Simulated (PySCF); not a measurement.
## Telling isomers of C₉H₁₁N apart by NMR

- PBE0-D3(BJ)/def2-SVP geometry
- GIAO PBE0/pcSseg-1 shieldings
- run in PySCF 2.14.0 with density-fitted response routines
- no relativistic terms, no solvent, fast rotation and ring inversion assumed for equivalent nuclei, a single conformation

Shifts are taken against calculated references (same method and geometry level): ¹H, ¹³C vs TMS. Where no couplings were computed, multiplicities follow the n + 1 count of equivalent neighbours, and m marks all less simple cases (inequivalent or close neighbours, rings, F or P nearby). Shifts are as computed. Against solution values, carbons near 30 ppm lie about +2 ppm off and those near 130 ppm about +5 ppm. Of 1211 compounds with measured shifts, 218 miss one by over three times the rms of a fit or turn the order of signals round; such compounds aren't used in these exercises. OH and NH positions are gas-phase values without hydrogen bonding to other molecules.

(1) Tabulate the signals of `C=Cc1ccccc1CN`, `c1ccc(C2CCC2)nc1` and their relative energies.

(2) What is the quickest way to tell C=Cc1ccccc1CN from c1ccc(C2CCC2)nc1?

Answers

(1) 
```tsv
SMILES	carbon types	δC	δH	E rel. (kcal/mol)
C=Cc1ccccc1CN	2×C 5×CH 2×CH2	149.5, 144.5, 141.7, 134.1, 133.4, 132.8, 132.4, 124.0, 49.9	7.56 (d, 1H), 7.37 (m, 1H), 7.34 (m, 1H), 7.28 (m, 1H), 7.17 (d, 1H), 5.94 (m, 1H), 5.61 (m, 1H), 3.72 (s, 2H), 0.52 (br s, 2H)	2.1
c1ccc(C2CCC2)nc1	1×C 5×CH 3×CH2	169.8, 155.9, 141.2, 127.0, 126.0, 45.1, 31.7, 19.7	8.81 (d, 1H), 7.58 (m, 1H), 7.05 (m, 1H), 7.05 (d, 1H), 3.11 (m, 1H), 2.68 (m, 2H), 2.02 (m, 2H), 1.92 (m, 1H), 1.79 (m, 1H)	0.0
```

Energies are electronic energies at PBE0/pcSseg-1 on these geometries, without zero-point or thermal terms, each for the one conformer computed, which needn't be the lowest.

(2) Count the carbon signals: 9 against 8. The first has a terminal =CH2 carbon at 124.0 ppm, the second an sp3 CH on an aromatic ring at 45.1 ppm. Their most deshielded carbons lie at 149.5 and 169.8 ppm. In the proton spectra the most deshielded non-exchanging signals are 7.56 (d, 1H) and 8.81 (d, 1H).
